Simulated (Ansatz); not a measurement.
`NC#C[CH2][InH2]`, charge 0, multiplicity 1.

Question: Give a relaxed structure at PBE0-D4/def2-TZVP (the Gaussian-basis code of Ansatz). (Best estimate.)

Answer: Ansatz gave: 
Cartesian coordinates in Å:
```
N 1.382 1.516 1.301
C 0.477 0.936 0.495
C -0.470 0.622 -0.211
C -1.437 -0.087 -0.991
In -0.237 -1.827 -0.342
H 1.479 2.516 1.203
H 2.271 1.048 1.379
H -2.447 -0.085 -0.586
H -1.418 0.121 -2.059
H -0.722 -2.557 1.132
H 1.123 -2.200 -1.322
```
This is one stationary point; other conformers may exist.
